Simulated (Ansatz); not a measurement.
Reaction (substitution at a C–Si bond): `NC([SiH3])[SiH2]Cl` + H₂S → `NC(S)[SiH2]Cl` + SiH₄

Gas-phase electronic energies from Ansatz, PBE0-D4/def2-TZVP geometries. CBS: MP2 limit from def2 TZ/QZ plus the TZ coupled-cluster correction, frozen cores. This one scheme is used for every species. Functionals use def2-TZVPP. B3LYP here is the variant with VWN-RPA as its local correlation; programs differ in this. Each species was taken in one conformer, which may not be the lowest.

```json
{"level": "PBE-D4", "ΔE (kJ/mol)": "34.3", "difference from CCSD(T)/CBS": "-3.5"}
{"level": "r2SCAN-D4", "ΔE (kJ/mol)": "36.6", "difference from CCSD(T)/CBS": "-1.2"}
{"level": "PBE0-D4", "ΔE (kJ/mol)": "37.3", "difference from CCSD(T)/CBS": "-0.5"}
{"level": "B3LYP-D4", "ΔE (kJ/mol)": "36.7", "difference from CCSD(T)/CBS": "-1.1"}
{"level": "ωB97X-V", "ΔE (kJ/mol)": "36.8", "difference from CCSD(T)/CBS": "-1.0"}
{"level": "ωB97M-V", "ΔE (kJ/mol)": "39.2", "difference from CCSD(T)/CBS": "1.4"}
{"level": "B2PLYP", "ΔE (kJ/mol)": "34.8", "difference from CCSD(T)/CBS": "-3.0"}
{"level": "PBE", "ΔE (kJ/mol)": "32.1", "difference from CCSD(T)/CBS": "-5.7"}
{"level": "r2SCAN", "ΔE (kJ/mol)": "35.9", "difference from CCSD(T)/CBS": "-1.9"}
{"level": "PBE0", "ΔE (kJ/mol)": "35.1", "difference from CCSD(T)/CBS": "-2.7"}
{"level": "B3LYP", "ΔE (kJ/mol)": "33.3", "difference from CCSD(T)/CBS": "-4.5"}
{"level": "HF/def2-TZVPP", "ΔE (kJ/mol)": "34.8", "difference from CCSD(T)/CBS": "-3.0"}
{"level": "MP2/def2-TZVPP", "ΔE (kJ/mol)": "37.6", "difference from CCSD(T)/CBS": "-0.2"}
{"level": "SCS-MP2/def2-TZVPP", "ΔE (kJ/mol)": "35.8", "difference from CCSD(T)/CBS": "-2.0"}
{"level": "CCSD/def2-TZVPP", "ΔE (kJ/mol)": "39.8", "difference from CCSD(T)/CBS": "2.0"}
{"level": "CCSD(T)/def2-TZVPP", "ΔE (kJ/mol)": "38.6", "difference from CCSD(T)/CBS": "0.8"}
{"level": "HF/def2-QZVPP", "ΔE (kJ/mol)": "35.1", "difference from CCSD(T)/CBS": "-2.7"}
{"level": "MP2/def2-QZVPP", "ΔE (kJ/mol)": "37.2", "difference from CCSD(T)/CBS": "-0.6"}
{"level": "SCS-MP2/def2-QZVPP", "ΔE (kJ/mol)": "35.6", "difference from CCSD(T)/CBS": "-2.2"}
{"level": "HF/CBS(def2)", "ΔE (kJ/mol)": "35.1", "difference from CCSD(T)/CBS": "-2.7"}
{"level": "MP2/CBS(def2)", "ΔE (kJ/mol)": "36.8", "difference from CCSD(T)/CBS": "-1.0"}
{"level": "CCSD/CBS(def2)", "ΔE (kJ/mol)": "39.0", "difference from CCSD(T)/CBS": "1.2"}
{"level": "CCSD(T)/CBS", "ΔE (kJ/mol)": "37.8", "difference from CCSD(T)/CBS": "0"}
```

Largest T1 diagnostic among the species: 0.011.

The D4 term adds +3.4 kJ/mol with B3LYP and +2.1 kJ/mol with PBE0; it sums over pairs of atoms, weighted by their polarisabilities, and B3LYP, whose exchange is more repulsive, gets the larger term.
